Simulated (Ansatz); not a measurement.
# Relaxing a trial structure of BH3SiSn

The starting geometry of this gas-phase singlet was optimised with GFN2-xTB.

```xyz
6

B     0.3212    1.9717   -2.2914
Si    1.5511    1.0800   -1.1895
Sn    0.6290    4.0646   -2.7842
H    -0.6042    1.3434   -2.6892
H     1.6082   -0.3129   -0.6880
H     2.7785    1.6355   -0.5703
```

Question: Predict what becomes of its bonds when it is optimised with PBE0-D3(BJ)/def2-SVP.

Answer: A new bond forms, giving a structure with H6 bridging Si2 and Sn3, given below by its coordinates. Distances that change by over a tenth: Sn3–H6 (3.93 → 2.15 Å). Contacts that close: Si2–Sn3 (3.51 → 2.71 Å).

The energy falls by 0.43 eV over 12 steps:

```json
{"step": "1", "E − E(last) (eV)": "0.434"}
{"step": "2", "E − E(last) (eV)": "0.313"}
{"step": "3", "E − E(last) (eV)": "0.244"}
{"step": "5", "E − E(last) (eV)": "0.135"}
{"step": "6", "E − E(last) (eV)": "0.075"}
{"step": "7", "E − E(last) (eV)": "0.032"}
{"step": "8", "E − E(last) (eV)": "0.005"}
{"step": "10", "E − E(last) (eV)": "0.000"}
{"step": "11", "E − E(last) (eV)": "0.000"}
{"step": "12", "E − E(last) (eV)": "0.000"}
```

Final geometry (Å):

```csv
atom,x (Å),y (Å),z (Å)
B,0.0897,1.7536,-2.3706
Si,1.3879,1.0115,-1.2733
Sn,1.3390,3.5737,-2.1566
H,-0.9235,1.4399,-2.9302
H,1.9632,-0.1395,-0.5137
H,2.4274,2.1432,-0.9682
```

No frequencies were run, so the end isn't proven a minimum. Atoms past krypton carry core potentials, without spin–orbit terms. Run with Ansatz 0.2.0, 18 s on 2 threads of Arm Neoverse V1 (shared host).
